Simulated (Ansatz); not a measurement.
Consider the redistribution: `COB(N)O` + `FBCF` → `COB(N)F` + `OBCF`.

Calculated with Ansatz (gas phase, PBE0-D4/def2-TZVP geometries, no zero-point term in ΔE). CCSD(T)/CBS is the MP2 limit (def2-TZVPP, def2-QZVPP) plus CCSD(T) − MP2 in def2-TZVPP, frozen cores. This one scheme is used for every species. One conformer a species, not always the lowest.

```tsv
species	SCS-MP2/def2-TZVPP energy (Eh)
`COB(N)O`	-271.43504
`FBCF`	-264.08740
`COB(N)F`	-295.45403
`OBCF`	-240.07765
```

**Question.** Work out ΔE.

**Answer.** ΔE = (-295.45403) + (-240.07765) − (-271.43504) − (-264.08740) = -0.00924 Eh = -5.8 kcal/mol. CCSD(T)/CBS gives -5.6 kcal/mol.

Largest T1 diagnostic among the species: 0.012.
